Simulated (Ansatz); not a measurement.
Reaction (ligand exchange at the Si–C bond): `C#C[SiH](O)F` + `N[SiH3]` → `O[SiH](F)N[SiH3]` + `C#C`

Isolated molecules relaxed with PBE0-D4/def2-TZVP in Ansatz; ΔE leaves out vibrations. CCSD(T)/CBS is the MP2 limit (def2-TZVPP, def2-QZVPP) plus CCSD(T) − MP2 in def2-TZVPP, frozen cores. This one scheme is used for every species. Each species was taken in one conformer, which may not be the lowest.

| species | MP2/CBS(def2) energy (Eh) |
| --- | --- |
| `C#C[SiH](O)F` | -541.96960 |
| `N[SiH3]` | -346.76101 |
| `O[SiH](F)N[SiH3]` | -811.54774 |
| `C#C` | -77.19853 |

(1) Work out ΔE.

Largest T1 diagnostic among the species: 0.013.

Results:

(1) ΔE = (-811.54774) + (-77.19853) − (-541.96960) − (-346.76101) = -0.01566 Eh = -41.1 kJ/mol. CCSD(T)/CBS gives -42.5 kJ/mol.

From PBE to PBE0 (25 % exact exchange), in def2-TZVPP and without D4, ΔE moves by −4.4 kJ/mol. The D4 term adds −5.4 kJ/mol with B3LYP and −3.0 kJ/mol with PBE0; it sums over pairs of atoms, weighted by their polarisabilities, and B3LYP, whose exchange is more repulsive, gets the larger term.

B3LYP here is the variant with VWN-RPA as its local correlation; programs differ in this.
